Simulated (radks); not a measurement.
Problem. Isoelectronic series with 2 electrons, each ion in its NIST ground configuration. Calculated with a radial shooting solver on a logarithmic mesh with Libxc functionals: non-relativistic Kohn-Sham, LDA (Slater exchange, Perdew-Wang correlation), spin-unpolarised, spherical densities, point nucleus. Total energies (hartree) and orbital eigenvalues (Ry):

ion,configuration,E (hartree),1s
He,[He],-2.83446,-1.14051
Be2+,[He],-13.44391,-9.61227
C4+,[He],-32.03853,-26.06658
O6+,[He],-58.62690,-50.51365
Ne8+,[He],-93.21178,-82.95678
Mg10+,[He],-135.79443,-123.3974
Si12+,[He],-186.37552,-171.8364
S14+,[He],-244.95546,-228.2740
Ar16+,[He],-311.53451,-292.7108
Ca18+,[He],-386.11285,-365.1467
Ti20+,[He],-468.69063,-445.5821
Cr22+,[He],-559.26793,-534.0169
Ni26+,[He],-764.42138,-734.8854
Zn28+,[He],-878.99765,-847.3192

Estimate the row of Fe24+ ([He]).

Solution. E (hartree) -657.84483; 1s -630.4514.
